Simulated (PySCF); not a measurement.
Species: C5H8BF.
SMILES with atom numbers: `[CH2:1]=[C:2]([CH3:3])/[CH:4]=[CH:5]\[BH:6][F:7]` (hydrogens: H8, H9 on C1; H10, H11, H12 on C3; H13 on C4; H14 on C5; H15 on B6)

Torsions of this conformer, `[CH2:1]=[C:2]([CH3:3])/[CH:4]=[CH:5]\[BH:6][F:7]`: C1–C2–C4–C5 175°, C4–C5–B6–F7 153°.

The closed-shell ground state was solved at several levels (PySCF, density fitting, gas phase, non-relativistic). Isolated species at its GFN2-xTB geometry (one conformer only).

```
            level  basis functions  total energy (Eh)  HOMO (eV)  LUMO (eV)  gap (eV)  dipole (D)
wB97X-D/def2-SVPD              207          -319.7265      -8.85      -0.23      8.62        2.14
      B3LYP/pcJ-1              269          -320.0801      -6.88      -2.12      4.76        2.16
```

(1) What might PBE0/pcSseg-1 (159 basis functions) give for the same quantities?

(2) Over all these levels, which gives the widest orbital gap and which the narrowest?

(3) How far do the dipole and the HOMO energy spread over the levels?

Results:

(1) Total energy -319.6454 Eh, HOMO -7.10 eV, LUMO -1.95 eV, gap 5.15 eV, dipole 2.16 D.

(2) wB97X-D/def2-SVPD (range-separated hybrid) has the widest, 8.62 eV, and B3LYP/pcJ-1 (global hybrid, 20 % exact exchange) the narrowest, 4.76 eV. Functional and basis both differ between the two, so the spread mixes both effects.

(3) The dipole runs from 2.14 to 2.16 D (mean 2.15 D) and the HOMO from -8.85 to -6.88 eV.

Note: wB97X-D ran without an empirical dispersion term, which enters the total energy and its gradient alone.
